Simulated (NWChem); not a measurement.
Molecule: THF (C4H8O); SMILES C1CCOC1

```xyz
13

C     -0.7497     0.9712    -0.2229
C      0.7091     1.0016     0.2216
C      1.1619    -0.4097    -0.1373
O      0.0255    -1.2369    -0.0007
C     -1.1435    -0.4570     0.1384
H     -1.3776     1.7266     0.2715
H     -0.8230     1.1311    -1.3110
H      1.3056     1.7815    -0.2735
H      0.7752     1.1661     1.3095
H      1.9672    -0.7834     0.5171
H      1.5374    -0.4504    -1.1790
H     -1.5142    -0.5117     1.1812
H     -1.9344    -0.8643    -0.5134
```
Atoms are numbered in this order, from 1.

All runs: NWChem. Coordinates come from a PBE0/def2-SVP optimisation. Solvent water, SMD (1 M gas to 1 M solution), gas-phase geometry.

Task: Among these, which level gives the highest value of “solvation free energy (kcal/mol)”?
(A) B3LYP/def2-TZVP
(B) B3LYP/STO-3G
(C) B3LYP/def2-SVP
(D) B3LYP/def2-SVPD

Result: B, B3LYP/STO-3G. Values: B3LYP/def2-SVPD -2.5; B3LYP/def2-TZVP -2.3; B3LYP/def2-SVP -2.1; B3LYP/STO-3G -0.8
